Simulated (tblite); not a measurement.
Compound: C2H14N2Si3.
Geometry (GFN2-xTB, Å), atoms numbered from 1 in this order:
```
atom  x, y, z in Å
C1    -3.3908    0.4366    0.5920
N2    -2.3277   -0.3864    0.0675
Si3   -0.6779   -0.2185    0.5584
N4    -0.0804    1.3891    0.3556
C5     0.3239   -1.3499   -0.5772
Si6    2.1943   -1.2662   -0.2705
Si7    3.0904    0.8298   -0.6039
H8    -3.7885    0.0641    1.5433
H9    -3.0031    1.4395    0.7580
H10   -4.2132    0.4956   -0.1244
H11   -2.6600   -1.3105   -0.1634
H12   -0.4373   -0.4922    1.9841
H13   -0.0527    1.7759   -0.5738
H14   -0.3768    2.0996    1.0033
H15    0.1174   -1.0964   -1.6165
H16   -0.0140   -2.3766   -0.4448
H17    2.4469   -1.7792    1.0864
H18    2.8123   -2.2697   -1.1637
H19    3.0821    1.6928    0.5786
H20    2.4449    1.5960   -1.6788
H21    4.5014    0.7434   -1.0100
```

All values are computed: GFN2-xTB (tblite) harmonic vibrations without scaling, gas phase. Errors from tens to a few hundred cm⁻¹ against measured bands are possible. Modes of hydrogen on silicon can be 10 to 20 % off. One conformer, not necessarily the lowest.

Harmonic wavenumbers (cm⁻¹): 25.2, 51.4, 80.4, 98.5, 115.9, 120.5, 147.9, 163.8, 184.6, 222.8, 253.2, 325.8, 374.4, 442.0, 467.4, 470.9, 502.3, 532.0, 569.8, 611.4, 653.5, 693.7, 706.2, 732.9, 767.7, 792.8, 809.7, 820.1, 830.5, 838.0, 849.9, 907.9, 1020.4, 1060.2, 1109.0, 1138.8, 1152.3, 1362.2, 1421.6, 1467.1, 1494.0, 1505.9, 1530.6, 2114.9, 2163.7, 2180.2, 2185.7, 2199.5, 2245.2, 2898.9, 2965.7, 2975.7, 2989.2, 3025.2, 3447.4, 3480.1, 3514.2.

A = 2860, B = 670.6, C = 574.6 MHz; mass 150.046 u (most abundant isotopes); point group C1, symmetry number 1.

Problem. What is the zero-point energy?

Solution. Half the sum of the wavenumbers: 33905 cm⁻¹ = 405.60 kJ/mol.

Problem. What is S at 200 K and 1 bar for an ideal gas of classical rigid rotors and harmonic oscillators?

Solution. Translation 163.05, rotation 120.78, vibration 130.24: S = 414.1 J/(mol K).

Problem. And Cp and H(200 K) − H(0)?

Solution. Cp = 160.97 J/(mol K), of which vibrations give 127.72 (their classical limit is 57 R = 473.9); H(200 K) − H(0) = 20.23 kJ/mol without the zero-point energy, 13.58 from vibrations.

Problem. How do the functions run with temperature in this model?

Solution. 
```csv
T (K),S (J/(mol K)),Cp (J/(mol K)),H − H(0) (kJ/mol),G − H(0) (kJ/mol),ln q(vib)
100,324.1,105.1,6.92,-25.48,3.28
300,489.5,213.5,39.02,-107.84,11.48
500,618.1,290.9,90.03,-219.04,18.89
800,771.7,361.8,188.86,-428.48,28.74
1000,856.0,393.3,264.53,-591.44,34.56
```

q(vib) and H(0) count from the zero-point level.

Problem. Which modes carry the vibrational entropy at 200 K?

Solution. 25.2 cm⁻¹: 22.52; 51.4 cm⁻¹: 16.63; 80.4 cm⁻¹: 12.98; 98.5 cm⁻¹: 11.35; 115.9 cm⁻¹: 10.06; 120.5 cm⁻¹: 9.76 J/(mol K); the other 51 give 46.93 together.

Problem. Blend soft modes into free rotors: weight 1/[1 + (100 cm⁻¹/ν̃)⁴] for the oscillator and the rest for a rotor with moment μB/(μ + B), μ = h/(8π²ν), B = 10⁻⁴⁴ kg m². What vibrational entropy results?

Solution. 118.86 J/(mol K) in place of 130.24, which changes −T·S at 200 K by +2.28 kJ/mol.

Problem. What must be added to the electronic energy to get the Gibbs energy at 200 K and 1 bar?

Solution. ZPE + [H(200 K) − H(0)] − T·S = 405.60 + 20.23 − 82.81 = 343.02 kJ/mol.

Hindered rotation and anharmonicity are outside this model. Other conformers, if any are populated, would add a mixing term that is left out. The structure is chiral; the term R ln 2 for an equal mix with its mirror image is left out.
